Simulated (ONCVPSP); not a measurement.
nitrogen, ONCV: configuration errors across variants

nitrogen (N), optimised norm-conserving Vanderbilt (ONCV), made with ONCVPSP 4.0.1 (PBE, non-relativistic). Core [He], reference 2s1.75 2p3.25. Waves: 2s: rc 1.00 bohr, ncon 4, nbas 6, qcut 7.5 1/bohr, 1 projector; 2p: rc 2.60 bohr, ncon 3, nbas 8, qcut 5.4 1/bohr, 2 projectors, debl 0.7 Ha; d scattering state at 0.02 Ha: rc 2.85 bohr, ncon 4, nbas 9, qcut 3.2 1/bohr, 2 projectors, debl 2.1 Ha. Local part: polynomial inside 0.90 bohr (lpopt 4, dvloc0 0 Ha). Core correction: Teter function fitted to the true core (icmod 2), fcfact 0.45.

All-electron excitation energies from the reference (eV): (1) 2s2 2p3 -2.867; (2) 2s2 2p2 10.730; (3) 2s2 2p1 39.589; (4) 2s1 2p4 8.611.

A true bound ghost makes a file unfit for plane-wave use even where its test errors are small: the radial tests pick states by their node count and pass the ghost by.

Errors AE − PS in meV (a dash: test not solved or not reliable):

```csv
change,(1),(2),(3),(4),bound ghosts,GHOST(+) flags above zero
base,-3.5,+280,+1638,-30,d,none
"all radii but the core radius scaled by about 0.88 (s 0.88, p 2.28, d 2.50 bohr); local potential polynomial inside 0.80 bohr (lpopt 4, dvloc0 0 Ha)",-2.4,+207,+1252,-19,d,none
"all radii but the core radius scaled by about 1.12 (s 1.12, p 2.92, d 3.20 bohr); local potential polynomial inside 1.02 bohr (lpopt 4, dvloc0 0 Ha)",-5.0,+356,+2030,-44,none,d
"all radii but the core radius scaled by about 1.18 (s 1.18, p 3.06, d 3.36 bohr); local potential polynomial inside 1.06 bohr (lpopt 4, dvloc0 0 Ha)",-5.7,+389,+2196,-51,none,d
"all radii but the core radius scaled by about 1.31 (s 1.30, p 3.40, d 3.72 bohr); local potential polynomial inside 1.18 bohr (lpopt 4, dvloc0 0 Ha)",-7.9,+479,+2642,-70,none,none
```

**Question.** Give the same row for: all radii but the core radius scaled by about 0.81 (s 0.80, p 2.10, d 2.30 bohr); local potential polynomial inside 0.72 bohr (lpopt 4, dvloc0 0 Ha).

**Answer.** -1.9, +168, +1042, -14; bound ghosts: d; GHOST(+) flags above zero: none.
